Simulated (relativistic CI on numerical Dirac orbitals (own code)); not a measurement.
**V16+: q coefficients and field-shift factors**

Calculated at this level of theory: Dirac-Coulomb-Breit CI, KLI orbitals optimised for each configuration, derivatives by finite differences, unscaled Slater integrals, QED left out (own radial code, finite nucleus).

CI space (outside the closed core 1s2): 2s2 2p3, 2s 2p4, 2p5, 2p4 3s, 2p4 3p, 2p4 3d, 2s2 2p2 3s, 2s2 2p2 3p. Levels of other configurations are missing.

With x = (α/α₀)² − 1 an excitation energy changes as ω = ω₀ + qx; K = 2q/ω₀ is the relative enhancement. Terms are leading LS components, so labels can repeat. The field-shift factor is F = δν/δ⟨r²⟩ for the transition from the lowest level.

Lowest level 2s2 2p3 4S°_3/2.

```tsv
Level	ω₀ (cm⁻¹)	q (cm⁻¹)	K	F (GHz/fm²)
2s2 2p3 2D°_3/2	124049	-10200	-0.165	-0.0996
2s2 2p3 2D°_5/2	144076	17800	0.247	0.105
2s2 2p3 2P°_1/2	210967	22360	0.212	-1.29
2s2 2p3 2P°_3/2	240653	70080	0.582	-1.18
2s 2p4 4P_5/2	628381	48460	0.154	-50.9
2s 2p4 4P_3/2	666817	88750	0.266	-50.9
2s 2p4 4P_1/2	682362	98950	0.29	-50.9
2s 2p4 2D_3/2	877703	72380	0.165	-51.8
2s 2p4 2D_5/2	883369	84110	0.19	-51.8
2s 2p4 2S_1/2	1011158	70230	0.139	-52
2s 2p4 2P_3/2	1053846	75530	0.143	-53.7
2s 2p4 2P_1/2	1107448	133900	0.242	-53.5
2p5 2P°_3/2	1667266	115800	0.139	-102
```

At this charge energies of transitions that change n are usually good to better than 1 %, and those within a shell (Δn = 0) to a few per cent.
